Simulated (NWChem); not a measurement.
System: C2H7NSi; SMILES C1NC[SiH2]1

NWChem printed, in part:

```
             Northwest Computational Chemistry Package (NWChem) 7.3.0
             --------------------------------------------------------

                             Geometry "geometry" -> ""
                             -------------------------

 Output coordinates in angstroms (scale by  1.889725989 to convert to a.u.)

  No.       Tag          Charge          X              Y              Z
 ---- ---------------- ---------- -------------- -------------- --------------
    1 C                    6.0000    -0.13137500     0.45613400     1.16646300
    2 N                    7.0000     0.27723100     1.26444900     0.00000000
    3 C                    6.0000    -0.13137500     0.45613400    -1.16646300
    4 Si                  14.0000     0.05132800    -1.05215600     0.00000000
    5 H                    1.0000     0.53050200     0.56888900     2.05109900
    6 H                    1.0000    -1.19209300     0.59548200     1.50136400
    7 H                    1.0000    -0.04361800     2.24157400     0.00000000
    8 H                    1.0000    -1.19209300     0.59548200    -1.50136400
    9 H                    1.0000     0.53050200     0.56888900    -2.05109900
   10 H                    1.0000    -1.00316200    -2.12785800     0.00000000
   11 H                    1.0000     1.41290600    -1.68886300     0.00000000

 Effective nuclear repulsion energy (a.u.)     169.4923554599

                                 NWChem DFT Module
                                 -----------------

 Summary of "ao basis" -> "ao basis" (spherical)
 ------------------------------------------------------------------------------
       Tag                 Description            Shells   Functions and Types
 ---------------- ------------------------------  ------  ---------------------
 C                          def2-svp                 6       14   3s2p1d
 N                          def2-svp                 6       14   3s2p1d
 Si                         def2-svp                 8       18   4s3p1d
 H                          def2-svp                 3        5   2s1p

 in cosmo_initialize ...
 calling solv_data for solv:benzene

 solvent parameters
 solvname_short: benzene
 solvname_long:  benzene
 dielec:        2.2706
 dielecinf:     2.2533
 nonaqueous SMD model solvent descriptors
 dielec:        2.2706
 sola:          0.0000
 solb:          0.1400
 solc:          1.0000
 solg:         40.6200
 solh:          0.0000
 soln:          1.5011

[...]

                                COSMO-SMD solvation results
                                ---------------------------

             internal energy in gas <Psi(g)|H|Psi(g)> =      -424.390097464780
         internal energy in solvent <Psi(s)|H|Psi(s)> =      -424.389932219341
                               delta internal energy  =         0.000165245439 (    0.10 kcal/mol)
   total free energy in solvent <Psi(s)|H+V/2|Psi(s)> =      -424.392718769040
 polarization energy contribution <Psi(s)|V/2|Psi(s)> =        -0.002786549699 (   -1.75 kcal/mol)
    total free energy in solvent including G(SMD-CDS) =      -424.393553341106
                       G(SMD-CDS) energy contribution =        -0.000834572066 (   -0.52 kcal/mol)
     1 M fixed-concentration free energy of solvation =        -0.003455876326 (   -2.17 kcal/mol)

                       DFT Final Molecular Orbital Analysis
                       ------------------------------------

 Vector   18  Occ=2.000000D+00  E=-3.536470D-01
              MO Center= -2.7D-02, -1.2D-01,  2.8D-08, r^2= 3.3D+00
   Bfn.  Coefficient  Atom+Function         Bfn.  Coefficient  Atom+Function
  ----- ------------  ---------------      ----- ------------  ---------------
     5      0.278485   1 C  py               33      0.278485   3 C  py
    51     -0.269737   4 Si py               19      0.230812   2 N  py
    71     -0.201220   7 H  s                54     -0.185047   4 Si py
    86      0.175892  10 H  s                 8      0.164308   1 C  py
    36      0.164308   3 C  py               91      0.151920  11 H  s

 Vector   19  Occ=2.000000D+00  E=-3.474470D-01
              MO Center= -5.8D-02, -6.9D-04, -2.9D-08, r^2= 2.6D+00
   Bfn.  Coefficient  Atom+Function         Bfn.  Coefficient  Atom+Function
  ----- ------------  ---------------      ----- ------------  ---------------
    52     -0.274407   4 Si pz                5      0.265418   1 C  py
    33     -0.265418   3 C  py                6      0.212977   1 C  pz
    34      0.212977   3 C  pz               55     -0.198517   4 Si pz
     8      0.177395   1 C  py               36     -0.177395   3 C  py
    49      0.151794   4 Si pz                3     -0.147239   1 C  s

 Vector   20  Occ=2.000000D+00  E=-2.871002D-01
              MO Center=  1.9D-01,  1.1D+00,  4.0D-10, r^2= 2.0D+00
   Bfn.  Coefficient  Atom+Function         Bfn.  Coefficient  Atom+Function
  ----- ------------  ---------------      ----- ------------  ---------------
    18      0.513827   2 N  px               21     -0.441932   2 N  px
    17     -0.217367   2 N  s                66     -0.184583   6 H  s
    76     -0.184583   8 H  s                67     -0.142877   6 H  s
    77     -0.142877   8 H  s                 4      0.137931   1 C  px
    32      0.137931   3 C  px               16     -0.129710   2 N  s

 Vector   21  Occ=0.000000D+00  E= 5.935788D-02
              MO Center=  5.6D-02, -1.1D+00, -6.3D-10, r^2= 3.8D+00
   Bfn.  Coefficient  Atom+Function         Bfn.  Coefficient  Atom+Function
  ----- ------------  ---------------      ----- ------------  ---------------
    55      1.214814   4 Si pz                3     -0.953936   1 C  s
    31      0.953936   3 C  s                 8      0.339913   1 C  py
    36     -0.339913   3 C  py               52      0.197501   4 Si pz
    62      0.197436   5 H  s                82     -0.197436   9 H  s
    67      0.178457   6 H  s                77     -0.178457   8 H  s

[...]
```

Level: M05-2X/def2-SVP, SMD on the gas-phase geometry. All runs use the structure optimised with PBE-D3(BJ)/def2-SVP. Solvent: benzene.

### Question
Reconstruct the input file.

### Answer
One answer among several that fit: the input that was run:
```
start job
memory heap 200 mb stack 900 mb global 1100 mb
geometry units angstroms noautosym nocenter noautoz
  C     -0.131375     0.456134     1.166463
  N      0.277231     1.264449     0.000000
  C     -0.131375     0.456134    -1.166463
  Si     0.051328    -1.052156     0.000000
  H      0.530502     0.568889     2.051099
  H     -1.192093     0.595482     1.501364
  H     -0.043618     2.241574     0.000000
  H     -1.192093     0.595482    -1.501364
  H      0.530502     0.568889    -2.051099
  H     -1.003162    -2.127858     0.000000
  H      1.412906    -1.688863     0.000000
end
basis spherical
  * library def2-svp
end
dft
  xc m05-2x
  iterations 150
end
cosmo
  do_cosmo_smd true
  solvent benzene
end
task dft energy
```
